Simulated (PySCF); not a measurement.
Bond stretch in Ga2, triplet.

Methods: UKS-PBE0 = PySCF 2.14.0 with unrestricted PBE0/cc-pVDZ; UHF/cc-pVDZ (PySCF); UHF/6-31G* = unrestricted Hartree-Fock/6-31G*, spherical d in PySCF; UCCSD(T) = CCSD(T) on UHF/cc-pVDZ, 18 core orbitals frozen run with PySCF.

Energies relative to the lowest point of each curve near equilibrium, in kcal/mol:

```csv
R / Å,UKS-PBE0,UHF,UHF/6-31G*
2.17,10.9,19.9,20.9
2.29,5.1,13.0,13.7
2.43,4.3,6.0,6.3
2.53,1.5,2.5,2.7
2.89,1.1,0.7,0.7
2.99,2.5,1.9,1.8
3.09,4.1,3.5,3.4
3.34,8.8,7.7,7.4
4.09,22.9,13.2,13.1
5.92,32.7,15.9,15.8
7.32,33.3,16.2,16.1
8.02,33.4,16.3,16.2
```

Task: What does UCCSD(T) give at the same points?

Result: 2.17: 12.7; 2.29: 5.5; 2.43: 5.2; 2.53: 2.0; 2.89: 1.0; 2.99: 2.4; 3.09: 4.0; 3.34: 9.1; 4.09: 22.2; 5.92: 27.8; 7.32: 28.2; 8.02: 28.3 (kcal/mol).

The unrestricted determinant behind UHF, UCCSD(T) is spin-contaminated at 2.17 to 2.29 Å (<S²> up to 2.3, against 2.00 for a pure triplet). The unrestricted determinant behind UHF/6-31G* is spin-contaminated at 2.17 Å (<S²> up to 2.3, against 2.00 for a pure triplet).
